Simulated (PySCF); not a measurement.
Spinor energies of Re⁺ (rhenium, charge +1)

Start: [Xe] 4f14 5d4 6s1 6p1; 5d5/2 filled at m_j = -1/2, +1/2, +3/2, +5/2; 6s1/2 filled at m_j = +1/2; 6p3/2 filled at m_j = +3/2. Calculated with PySCF 2.14 in x2c-TZVPall-2c with one added diffuse shell each of s, p, d type (12s12p11d2f, 117 functions): generalised Hartree-Fock with the X2C-1e Hamiltonian and a Gaussian nucleus; spin-orbit coupling (SO) screened by Boettger's factors. This is a chosen level, not necessarily the ground level.

```
spinor shell  electrons  ε, screened SO (eV)  weight of nominal j (screened SO)  rms radius, screened SO (bohr)
       1s1/2          2             -72057.9                              1.000                          0.0204
       2s1/2          2             -12644.7                              1.000                          0.0824
       2p1/2          2             -12077.9                              1.000                          0.0700
       2p3/2          4             -10632.6                              1.000                          0.0775
       3s1/2          2              -3000.0                              1.000                           0.210
       3p1/2          2              -2747.5                              1.000                           0.202
       3p3/2          4              -2428.5                              1.000                           0.217
       3d3/2          4              -2009.4                              1.000                           0.192
       3d5/2          6              -1940.6                              1.000                           0.196
       4s1/2          2              -669.07                              1.000                           0.468
       4p1/2          2              -562.47                              1.000                           0.476
       4p3/2          4              -487.21                              1.000                           0.509
       4d3/2          4              -311.79                              0.999                           0.531
       4d5/2          6              -297.46                              0.999                           0.543
       5s1/2          2              -113.14                              1.000                            1.11
       5p1/2          2              -78.512                              0.941                            1.23
       4f5/2          6              -74.091                              0.984                           0.636
       4f7/2          8              -71.554                              0.986                           0.640
       5p3/2          4              -65.691                              0.964                            1.31
       5d5/2          4              -23.440                              0.599                            1.89
       6s1/2          1              -18.961                              0.997                            3.01
       6p3/2          1              -11.818                              1.000                            3.79
```

| quantity | screened SO |
| --- | --- |
| E (hartree) | -16700.22262 |
| M_J | 6 |
| ⟨J²⟩ | 42.033 |
| ⟨L²⟩ | 12.674 |
| ⟨S²⟩ | 11.759 |

Each row is a mean over spinors that exchange with the open shell spreads, by up to 8.015 eV (5p3/2).

Rows whose weight is well below 1 are mixtures of j = l ± 1/2: exchange outweighs spin-orbit coupling there, and the label is only the starting occupation.

Breit and QED terms are absent; they matter most for the inner s and p1/2 levels.

Densities and radii are taken from the X2C orbitals without a picture-change correction, which distorts them close to the nucleus.
